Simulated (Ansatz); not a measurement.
Ansatz (a first-principles code) input file for 1-hydroxysiletane (C3H8OSi), SMILES C1CC[SiH]1O, PBE-D3(BJ)/def2-SVP. 

Ansatz 0.2 input:
```yaml
crystal:
  periodic: [false, false, false]
  atoms:
    - {symbol: O, position_ang: [1.77748186, 0.89018319, -0.32319711]}
    - {symbol: Si, position_ang: [0.56369558, 0.17018335, 0.48710248]}
    - {symbol: C, position_ang: [-1.14335056, 0.80714267, -0.05567013]}
    - {symbol: C, position_ang: [-1.61656612, -0.63625392, -0.32624329]}
    - {symbol: C, position_ang: [-0.26633471, -1.37991756, -0.25943436]}
    - {symbol: H, position_ang: [2.67645459, 0.57777830, -0.26815455]}
    - {symbol: H, position_ang: [0.86721727, 0.09797912, 1.91637209]}
    - {symbol: H, position_ang: [-1.75295197, 1.33931984, 0.66949590]}
    - {symbol: H, position_ang: [-1.11978252, 1.40546306, -0.96371502]}
    - {symbol: H, position_ang: [-2.28275142, -0.97663086, 0.46541620]}
    - {symbol: H, position_ang: [-2.13341399, -0.75421106, -1.27780358]}
    - {symbol: H, position_ang: [0.09466626, -1.64366888, -1.25245193]}
    - {symbol: H, position_ang: [-0.30352276, -2.29588897, 0.32506983]}
basis:
  gaussian:
    orbitals: def2-SVP
hamiltonian:
  xc: pbe
  dispersion: d3bj
relax: {f_tol: 0.002, max_steps: 200}
```

Output:

```
Functional definition: PBE
integrals: 0.06 GiB planned
1277 factors; their error is unknown
mean field: 0.33 GiB planned
mean field evaluation 1: about -13132.9488 eV, gradient 8.5e1 eV
mean field evaluation 2: about -13094.5902 eV, gradient 1.5e2 eV
mean field evaluation 4: about -13149.3016 eV, gradient 9.1e0 eV
mean field evaluation 8: about -13149.4777 eV, gradient 1.5e-1 eV
mean field evaluation 16: about -13149.4019 eV, gradient 9.3e-4 eV
mean field -13149.40193327 eV, -483.2316080627 hartree, gradient 3.0e-5 eV, S^2 0.000000; 0 other end points of the search recorded, 0 dependent functions left out
the calculation of the forces begins
reference -13149.40196869 eV, -483.2316093647 hartree; 24, 24 occupied and 90, 90 virtual orbitals, 1277 factors
relax step   1: F+E_penalty+E_count = -13149.68398720 eV  Δ(F+E_penalty+E_count) = +0.000e0 eV  max|allowed force component| = 1.816e0 eV/Å  Δτ_max = 0.0000 Å  (29 SCF iters, accepted)
these checks for a lower state are left out or cut short: starts, cluster_reference, orbital_swaps, neighbouring_geometries, increment
integrals: 0.06 GiB planned
1277 factors; their error is unknown
mean field: 0.33 GiB planned
mean field -13149.56760235 eV, -483.2376962892 hartree, gradient 2.1e-5 eV, S^2 0.000000; 0 other end points of the search recorded, 0 dependent functions left out
the calculation of the forces begins
reference -13149.56763836 eV, -483.2376976127 hartree; 24, 24 occupied and 90, 90 virtual orbitals, 1277 factors
relax step   2: F+E_penalty+E_count = -13149.84780425 eV  Δ(F+E_penalty+E_count) = -1.638e-1 eV  max|allowed force component| = 8.011e-1 eV/Å  Δτ_max = 0.0693 Å  (28 SCF iters, accepted)
these checks for a lower state are left out or cut short: starts, cluster_reference, orbital_swaps, neighbouring_geometries, increment
integrals: 0.06 GiB planned
1277 factors; their error is unknown
mean field: 0.33 GiB planned
mean field evaluation 32: about -13149.6002 eV, gradient 2.2e-5 eV
mean field -13149.60022403 eV, -483.2388951138 hartree, gradient 2.2e-5 eV, S^2 0.000000; 0 other end points of the search recorded, 0 dependent functions left out
the calculation of the forces begins
reference -13149.60026020 eV, -483.2388964433 hartree; 24, 24 occupied and 90, 90 virtual orbitals, 1277 factors
relax step   3: F+E_penalty+E_count = -13149.87950316 eV  Δ(F+E_penalty+E_count) = -3.170e-2 eV  max|allowed force component| = 2.940e-1 eV/Å  Δτ_max = 0.0519 Å  (30 SCF iters, accepted)
these checks for a lower state are left out or cut short: starts, cluster_reference, orbital_swaps, neighbouring_geometries, increment
integrals: 0.06 GiB planned
1277 factors; their error is unknown
mean field: 0.33 GiB planned
mean field -13149.61476875 eV, -483.2394296227 hartree, gradient 2.0e-5 eV, S^2 0.000000; 0 other end points of the search recorded, 0 dependent functions left out
the calculation of the forces begins
reference -13149.61480484 eV, -483.2394309487 hartree; 24, 24 occupied and 90, 90 virtual orbitals, 1277 factors
relax step   4: F+E_penalty+E_count = -13149.89404651 eV  Δ(F+E_penalty+E_count) = -1.454e-2 eV  max|allowed force component| = 1.640e-1 eV/Å  Δτ_max = 0.0960 Å  (28 SCF iters, accepted)
these checks for a lower state are left out or cut short: starts, cluster_reference, orbital_swaps, neighbouring_geometries, increment
integrals: 0.06 GiB planned
1277 factors; their error is unknown
mean field: 0.34 GiB planned
mean field -13149.61017643 eV, -483.2392608580 hartree, gradient 1.0e-5 eV, S^2 0.000000; 0 other end points of the search recorded, 0 dependent functions left out
the calculation of the forces begins
reference -13149.61021263 eV, -483.2392621883 hartree; 24, 24 occupied and 90, 90 virtual orbitals, 1277 factors
relax step   5: F+E_penalty+E_count = -13149.88962874 eV  Δ(F+E_penalty+E_count) = +4.418e-3 eV  max|allowed force component| = 9.100e-1 eV/Å  Δτ_max = 0.1919 Å  (28 SCF iters, rejected (line search))
these checks for a lower state are left out or cut short: starts, cluster_reference, orbital_swaps, neighbouring_geometries, increment
integrals: 0.06 GiB planned
1277 factors; their error is unknown
mean field: 0.33 GiB planned
mean field -13149.62637145 eV, -483.2398560138 hartree, gradient 2.0e-5 eV, S^2 0.000000; 0 other end points of the search recorded, 0 dependent functions left out
the calculation of the forces begins
reference -13149.62640742 eV, -483.2398573356 hartree; 24, 24 occupied and 90, 90 virtual orbitals, 1277 factors
relax step   6: F+E_penalty+E_count = -13149.90616540 eV  Δ(F+E_penalty+E_count) = -1.212e-2 eV  max|allowed force component| = 3.825e-2 eV/Å  Δτ_max = 0.0959 Å  (28 SCF iters, accepted)
[...]
these checks for a lower state are left out or cut short: starts, cluster_reference, orbital_swaps, neighbouring_geometries, increment
integrals: 0.06 GiB planned
1277 factors; their error is unknown
mean field: 0.34 GiB planned
mean field evaluation 96: about -13149.6390 eV, gradient 2.3e-5 eV
mean field -13149.63901328 eV, -483.2403205927 hartree, gradient 2.3e-5 eV, S^2 0.000000; 0 other end points of the search recorded, 0 dependent functions left out
the calculation of the forces begins
reference -13149.63904917 eV, -483.2403219116 hartree; 24, 24 occupied and 90, 90 virtual orbitals, 1277 factors
relax step  12: F+E_penalty+E_count = -13149.91950597 eV  Δ(F+E_penalty+E_count) = -8.779e-4 eV  max|allowed force component| = 1.035e-2 eV/Å  Δτ_max = 0.0338 Å  (29 SCF iters, accepted)
these checks for a lower state are left out or cut short: starts, cluster_reference, orbital_swaps, neighbouring_geometries, increment
integrals: 0.06 GiB planned
1277 factors; their error is unknown
mean field: 0.34 GiB planned
mean field -13149.63900731 eV, -483.2403203733 hartree, gradient 2.3e-5 eV, S^2 0.000000; 0 other end points of the search recorded, 0 dependent functions left out
the calculation of the forces begins
reference -13149.63904320 eV, -483.2403216920 hartree; 24, 24 occupied and 90, 90 virtual orbitals, 1277 factors
relax step  13: F+E_penalty+E_count = -13149.91963295 eV  Δ(F+E_penalty+E_count) = -1.270e-4 eV  max|allowed force component| = 9.356e-2 eV/Å  Δτ_max = 0.0332 Å  (28 SCF iters, accepted)
these checks for a lower state are left out or cut short: starts, cluster_reference, orbital_swaps, neighbouring_geometries, increment
integrals: 0.06 GiB planned
1277 factors; their error is unknown
mean field: 0.33 GiB planned
mean field -13149.63911586 eV, -483.2403243622 hartree, gradient 2.4e-5 eV, S^2 0.000000; 0 other end points of the search recorded, 0 dependent functions left out
the calculation of the forces begins
reference -13149.63915172 eV, -483.2403256803 hartree; 24, 24 occupied and 90, 90 virtual orbitals, 1277 factors
relax step  14: F+E_penalty+E_count = -13149.91977005 eV  Δ(F+E_penalty+E_count) = -1.371e-4 eV  max|allowed force component| = 1.107e-2 eV/Å  Δτ_max = 0.0045 Å  (30 SCF iters, accepted)
these checks for a lower state are left out or cut short: starts, cluster_reference, orbital_swaps, neighbouring_geometries, increment
integrals: 0.06 GiB planned
1277 factors; their error is unknown
mean field: 0.34 GiB planned
mean field -13149.63914341 eV, -483.2403253748 hartree, gradient 9.3e-6 eV, S^2 0.000000; 0 other end points of the search recorded, 0 dependent functions left out
the calculation of the forces begins
reference -13149.63917928 eV, -483.2403266929 hartree; 24, 24 occupied and 90, 90 virtual orbitals, 1277 factors
relax step  15: F+E_penalty+E_count = -13149.91978082 eV  Δ(F+E_penalty+E_count) = -1.077e-5 eV  max|allowed force component| = 7.431e-3 eV/Å  Δτ_max = 0.0029 Å  (22 SCF iters, accepted)
these checks for a lower state are left out or cut short: starts, cluster_reference, orbital_swaps, neighbouring_geometries, increment
integrals: 0.06 GiB planned
1277 factors; their error is unknown
mean field: 0.34 GiB planned
mean field -13149.63917243 eV, -483.2403264412 hartree, gradient 2.4e-5 eV, S^2 0.000000; 0 other end points of the search recorded, 0 dependent functions left out
the calculation of the forces begins
reference -13149.63920830 eV, -483.2403277593 hartree; 24, 24 occupied and 90, 90 virtual orbitals, 1277 factors
relax step  16: F+E_penalty+E_count = -13149.91979983 eV  Δ(F+E_penalty+E_count) = -1.901e-5 eV  max|allowed force component| = 5.387e-3 eV/Å  Δτ_max = 0.0082 Å  (30 SCF iters, accepted)
these checks for a lower state are left out or cut short: starts, cluster_reference, orbital_swaps, neighbouring_geometries, increment
integrals: 0.06 GiB planned
1277 factors; their error is unknown
mean field: 0.33 GiB planned
mean field evaluation 128: about -13149.6392 eV, gradient 2.0e-3 eV
mean field -13149.63918843 eV, -483.2403270291 hartree, gradient 2.4e-5 eV, S^2 0.000000; 0 other end points of the search recorded, 0 dependent functions left out
the calculation of the forces begins
reference -13149.63922430 eV, -483.2403283473 hartree; 24, 24 occupied and 90, 90 virtual orbitals, 1277 factors
relax step  17: F+E_penalty+E_count = -13149.91980696 eV  Δ(F+E_penalty+E_count) = -7.129e-6 eV  max|allowed force component| = 1.146e-2 eV/Å  Δτ_max = 0.0082 Å  (30 SCF iters, accepted)
these checks for a lower state are left out or cut short: starts, cluster_reference, orbital_swaps, neighbouring_geometries, increment
integrals: 0.06 GiB planned
1277 factors; their error is unknown
mean field: 0.33 GiB planned
mean field -13149.63919565 eV, -483.2403272947 hartree, gradient 2.4e-5 eV, S^2 0.000000; 0 other end points of the search recorded, 0 dependent functions left out
the calculation of the forces begins
reference -13149.63923152 eV, -483.2403286128 hartree; 24, 24 occupied and 90, 90 virtual orbitals, 1277 factors
relax step  18: F+E_penalty+E_count = -13149.91981008 eV  Δ(F+E_penalty+E_count) = -3.116e-6 eV  max|allowed force component| = 7.415e-3 eV/Å  Δτ_max = 0.0035 Å  (23 SCF iters, accepted)
these checks for a lower state are left out or cut short: starts, cluster_reference, orbital_swaps, neighbouring_geometries, increment
integrals: 0.06 GiB planned
1277 factors; their error is unknown
mean field: 0.33 GiB planned
mean field -13149.63920191 eV, -483.2403275245 hartree, gradient 1.5e-5 eV, S^2 0.000000; 0 other end points of the search recorded, 0 dependent functions left out
the calculation of the forces begins
reference -13149.63923777 eV, -483.2403288426 hartree; 24, 24 occupied and 90, 90 virtual orbitals, 1277 factors
relax step  19: F+E_penalty+E_count = -13149.91981157 eV  Δ(F+E_penalty+E_count) = -1.496e-6 eV  max|allowed force component| = 9.410e-4 eV/Å  Δτ_max = 0.0026 Å  (23 SCF iters, accepted)
integrals: 0.06 GiB planned
1277 factors; their error is unknown
mean field: 0.33 GiB planned
mean field evaluation 160: about -13149.6392 eV, gradient 7.2e-4 eV
mean field -13149.63920191 eV, -483.2403275245 hartree, gradient 1.5e-5 eV, S^2 0.000000; 1 other end points of the search recorded, 0 dependent functions left out
the calculation of the forces begins
reference -13149.63923777 eV, -483.2403288426 hartree; 24, 24 occupied and 90, 90 virtual orbitals, 1277 factors
Total energy: -13149.91984744 eV, -483.2506410575 hartree
Atom 0 at     1.920727     0.792960    -0.326952 Å, force     0.000922    -0.000023     0.000503 eV/Å
Atom 1 at     0.538177     0.127611     0.369186 Å, force    -0.000076    -0.000512    -0.000240 eV/Å
Atom 2 at    -1.138919     0.832733    -0.154061 Å, force     0.000049     0.000604    -0.000066 eV/Å
Atom 3 at    -1.633982    -0.650651    -0.183800 Å, force    -0.000596    -0.000330     0.000312 eV/Å
Atom 4 at    -0.282115    -1.409033    -0.389426 Å, force     0.000797    -0.000009    -0.000253 eV/Å
Atom 5 at     2.717045     0.779905     0.229720 Å, force    -0.000941    -0.000007    -0.000503 eV/Å
Atom 6 at     0.736155     0.025290     1.864881 Å, force    -0.000014     0.000113    -0.000224 eV/Å
Atom 7 at    -1.711190     1.542299     0.473856 Å, force    -0.000082     0.000115     0.000074 eV/Å
Atom 8 at    -1.071644     1.247445    -1.182180 Å, force    -0.000015    -0.000001     0.000181 eV/Å
Atom 9 at    -2.076311    -0.922381     0.797865 Å, force    -0.000190     0.000055     0.000087 eV/Å
Atom 10 at    -2.405947    -0.864762    -0.953211 Å, force     0.000073     0.000040    -0.000149 eV/Å
Atom 11 at    -0.031766    -1.482443    -1.468999 Å, force     0.000132     0.000042     0.000222 eV/Å
Atom 12 at    -0.199390    -2.417493     0.059907 Å, force    -0.000060    -0.000087     0.000056 eV/Å
Dipole moment:     0.107222    -0.058138     0.147226 e Å
```

The run converged.
